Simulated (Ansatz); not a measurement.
Zn₅Cl₆O₂, relaxed as a singlet with RKS PBE-D4/def2-SVP in Ansatz, starting from the GFN1-xTB geometry. Force threshold 0.03 eV/Å.

Another isomer (singlet) lies 0.35 eV lower at PBE0-D4/def2-SVP; other spin states weren't run for this one.

Start:

```tsv
atom	x (Å)	y (Å)	z (Å)
Zn1	-1.517	1.051	-0.285
Zn2	-0.545	-1.712	0.751
Zn3	-0.148	2.058	2.025
Zn4	1.458	-1.456	-1.950
Zn5	1.102	0.974	-0.678
O6	-0.014	2.118	0.187
O7	0.307	-0.778	-0.621
Cl8	0.335	3.050	3.782
Cl9	-0.784	-3.693	1.330
Cl10	-3.281	0.952	-1.388
Cl11	1.921	-3.195	-2.984
Cl12	2.638	0.595	-2.182
Cl13	-1.471	0.035	2.013
```

(1) Estimate the energy that the relaxation releases and the steps that it takes.

(2) Does the start keep its bonding and symmetry?

(3) Predict the relaxed structure.

## Answers

(1) 45.1 kJ/mol, in 12 steps; 1.7 min on 6 threads of Intel Xeon on a shared host. The force fell under the threshold at step 11, but the optimiser went on. No frequencies were taken in this run, so the end may be a saddle point.

(2) Bonds formed: Zn1–O7 (atoms count from 1).

(3) 
```xyz
13

Zn   -1.410    0.891   -0.538
Zn   -0.381   -1.567    1.002
Zn   -0.259    2.101    2.050
Zn    0.984   -1.497   -2.014
Zn    1.325    1.014   -0.482
O    -0.010    2.113    0.203
O     0.083   -0.599   -0.599
Cl    0.188    2.789    3.998
Cl    0.347   -3.407    1.771
Cl   -2.955    0.952   -2.005
Cl    1.046   -3.049   -3.445
Cl    2.865    0.184   -1.824
Cl   -1.822    0.076    1.884
```
Bond lengths (bridged metal pairs left out): 9 × Cl–Zn 2.11 to 2.59 Å; 7 × O–Zn 1.86 to 2.11 Å.
